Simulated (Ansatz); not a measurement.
The lowest singlet and triplet of CH4Si (SMILES C=[SiH2]); geometries from B3LYP-D3(BJ)/def2-TZVP, each state relaxed from the structure named, with no frequency check.
Singlet (charge 0, multiplicity 1):
```xyz
6

C     -1.15068    -0.05473    -0.00632
Si     0.54827     0.02608     0.00301
H     -1.77057     0.83033    -0.06778
H     -1.68441    -0.99466     0.04879
H      1.40004    -1.17277     0.08636
H      1.28328     1.30039    -0.07161
```
Triplet (charge 0, multiplicity 3):
```xyz
6

C     -1.2142    -0.1070     0.1504
Si     0.5950     0.0878    -0.1527
H     -1.9714     0.1890    -0.5659
H     -1.6057    -0.5319     1.0709
H      1.3024    -1.2235    -0.1281
H      1.2305     0.9793     0.8581
```

A positive gap puts the triplet lower; no zero-point energy. R- takes a restricted singlet. U- takes an unrestricted singlet (broken symmetry where lower, unprojected). The triplet is unrestricted in single-reference levels. Active spaces average the two states.

Correlated levels freeze the cores.

The values were computed with Ansatz (Gaussian basis) for Hartree–Fock, density functionals and correlated methods. Values without a source in brackets are computed.

What is the computed gap E(singlet) − E(triplet), adiabatic (U-CCSD/cc-pV(D+d)Z (spin-contaminated))?

-137 kJ/mol

What gap E(singlet) − E(triplet), adiabatic does FIC-MRCISD+Q on SA-CASSCF(2,2)/cc-pV(D+d)Z give?

-144 kJ/mol

Estimate the gap E(singlet) − E(triplet), adiabatic that R-HF/cc-pV(T+d)Z returns for this input.

-42 kJ/mol

Doubts at one or more of the structures used: a restricted determinant that unrestricted orbitals would lower (R-HF/cc-pV(T+d)Z); T1 above 0.05 (U-CCSD/cc-pV(D+d)Z (spin-contaminated)).

Ansatz is a quantum-chemistry and plane-wave program.
